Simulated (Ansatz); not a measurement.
Pb₂O₂, relaxed as a quintet with UKS PBE0-D4/def2-SVP in Ansatz, starting from the PBE0-D4/def2-SVP geometry of the neutral singlet. Force threshold 0.02 eV/Å.

In the def2 sets Pb takes a core potential; there is no spin–orbit coupling. At PBE0-D4/def2-SVP a singlet of charge 0 lies 4.77 eV below the quintet, each at its own geometry. The structure comes from a short search, and lower isomers may exist.

Start:

Cartesian coordinates in Å:
```
Pb -0.088 -1.177 -1.090
Pb 0.088 1.177 1.090
O 0.917 0.671 -0.798
O -0.917 -0.670 0.798
```

| step | energy (eV) | largest force component (eV/Å) | SCF passes |
| --- | --- | --- | --- |
| 1 | -14578.2378 | 2.947 | 144 |
| 2 | -14579.3315 | 0.900 | 45 |
| 3 | -14579.4097 | 0.400 | 23 |
| 4 | -14579.4287 | 0.181 | 23 |
| 5 | -14579.4388 | 0.094 | 24 |
| 6 | -14579.4409 | 0.007 | 23 |

Force components are those of the run's own axes.

End:

Cartesian coordinates in Å:
```
Pb -0.101 -1.351 -1.251
Pb 0.101 1.351 1.251
O 0.986 0.721 -0.858
O -0.986 -0.721 0.858
```

By distances, no bond broke or formed. The bond that changes most is Pb1–O3, from 2.12 to 2.37 Å (atoms count from 1).

No frequencies were taken in this run, so the end may be a saddle point.

Run time 13 s (4 threads of Arm Neoverse V1 on a shared host).
